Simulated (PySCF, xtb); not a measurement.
(3S)-1,3-dimethylcyclobutene (C6H10), SMILES CC1C[C@@H](C=1)C.

Harmonic wavenumbers (cm⁻¹) from GFN2-xTB in xtb at its own minimum, in rising order: 102, 125, 205, 271, 354, 368, 461, 662, 786, 852, 913, 944, 973, 983, 1014, 1051, 1074, 1088, 1151, 1183, 1204, 1223, 1291, 1326, 1394, 1405, 1459, 1472, 1478, 1497, 1501, 1727, 2936, 2985, 2995, 2999, 3010, 3022, 3028, 3034, 3040, 3118.

Question: What does PBE-D3(BJ)/def2-SVP (PySCF) give at its own minimum? (An estimate is asked for; the answer gives what the named calculation found.)

Answer: 121, 163, 235, 281, 357, 368, 446, 626, 765, 803, 874, 889, 917, 960, 964, 1011, 1044, 1060, 1129, 1156, 1173, 1196, 1270, 1301, 1338, 1343, 1392, 1394, 1401, 1414, 1419, 1674, 2952, 2955, 2959, 2962, 3017, 3020, 3049, 3050, 3065, 3105. Paired by order, the mean absolute difference is 35 cm⁻¹ and the zero-point energies are 88.2 and 86.7 kcal/mol.
